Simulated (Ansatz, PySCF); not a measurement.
Reaction (SMILES): CC/C=C(\C)CC [(E)-3-methylhex-3-ene] + 5 C (CH4) -> C=C (C2H4) + 5 CC (C2H6) [ethane]
Geometries: B3LYP-D3(BJ)/def2-TZVP minima from Ansatz (a first-principles code), one conformer each, not searched for the lowest. Frequencies are from Ansatz or PySCF.

Quantity: bond separation energy (enthalpy at 298 K, with B3LYP-D3(BJ) rigid-rotor harmonic-oscillator terms), in kcal/mol. Valence correlation only, unless marked. No spin-orbit coupling. No relativistic terms. Basis-set limits of correlation are two-point, X^-3; Hartree-Fock from the larger set. [CCSD(T)-MP2]/basis is that difference in the basis named.

```tsv
level	program	bond separation energy (kcal/mol)	minus last row
HF/6-31G	Ansatz	12.6	-6.8
HF/cc-pVTZ	Ansatz	10.3	-9.1
SVWN5/def2-TZVPD	Ansatz	23.4	4.0
BLYP-D3(BJ)/def2-TZVPD	Ansatz + dftd3	19.3	-0.1
revPBE-D3(BJ)/def2-TZVPD	Ansatz + dftd3	19.8	0.4
revPBE/def2-TZVPD	Ansatz	14.3	-5.1
B3LYP-D3(BJ)/def2-TZVPD	Ansatz + dftd3	18.8	-0.6
PBE0-D4/def2-TZVPD	Ansatz + dftd4	19.4	0.0
PBE0/def2-TZVPD	Ansatz	16.4	-3.0
BHLYP/def2-TZVPD	Ansatz	14.1	-5.3
r2SCANh/def2-TZVPD	Ansatz	19.0	-0.4
HSE06-D4/def2-TZVPD	Ansatz + dftd4	19.3	-0.1
MP2/6-31G*	Ansatz	21.3	1.9
MP2/cc-pwCVTZ	Ansatz	22.0	2.6
SCS-MP2/6-31G*	Ansatz	18.7	-0.7
SCS-MP2/aug-cc-pVDZ	Ansatz	19.6	0.2
CCSD/cc-pVTZ	Ansatz	17.0	-2.4
CCSD(T)/aug-cc-pVDZ	Ansatz	19.9	0.5
CCSD(T)/cc-pVTZ	Ansatz	18.8	-0.6
CCSD(T) with core electrons/cc-pwCVTZ	Ansatz	19.2	-0.2
RI-MP2/CBS(cc-pVTZ,cc-pVQZ)+[CCSD(T)-MP2]/cc-pVTZ	Ansatz	19.4	0.0
```
